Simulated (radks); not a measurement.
Results of a calculation; reference values are marked as such.
Problem. The lutetium ion Lu8+, 63 electrons, occupied as [Kr] 4d10 4f13 5s2 5p2. Level of theory: Dirac Kohn-Sham, LB94 model potential, spin-unpolarised, spherical densities, finite nucleus; open shells fill j = l - 1/2 first; Fermi nuclear charge, rms radius 5.37 fm (a radial shooting solver on a logarithmic mesh with Libxc functionals). Some entries of the table are withheld. Estimate them.

orbital,occ.,eigenvalue (Ry),<r> (bohr),r(max) (bohr)
1s1/2,2,-4667.516,(1),0.01213
2s1/2,2,-803.5752,0.08110,0.06942
2p1/2,2,-768.2727,0.06723,0.05182
2p3/2,4,-685.4406,0.07485,0.05838
3s1/2,2,-190.3129,0.2118,0.1959
3p1/2,2,-174.4888,0.2016,(2)
3p3/2,4,-156.8513,0.2157,(3)
3d3/2,4,(4),0.1893,(5)
3d5/2,6,(6),0.1937,(7)
4s1/2,2,-45.67028,0.4781,0.4464
4p1/2,2,-39.23635,0.4847,0.4471
4p3/2,4,-35.23896,0.5177,0.4763
4d3/2,4,(8),0.5391,0.4759
4d5/2,6,(9),0.5505,0.4853
5s1/2,2,-13.82090,(10),1.008
5p1/2,2,-11.80274,1.168,1.072
5p3/2,0,-11.08846,1.238,1.141
4f5/2,6,-10.72343,0.6455,0.4617
4f7/2,7,-10.59738,0.6537,0.4671

Solution. 
(1) 1s1/2 <r> (bohr): 0.01930
(2) 3p1/2 r(max) (bohr): 0.1837
(3) 3p3/2 r(max) (bohr): 0.1972
(4) 3d3/2 eigenvalue (Ry): -129.7719
(5) 3d3/2 r(max) (bohr): 0.1549
(6) 3d5/2 eigenvalue (Ry): -125.9082
(7) 3d5/2 r(max) (bohr): 0.1587
(8) 4d3/2 eigenvalue (Ry): -24.59818
(9) 4d5/2 eigenvalue (Ry): -23.86239
(10) 5s1/2 <r> (bohr): 1.088
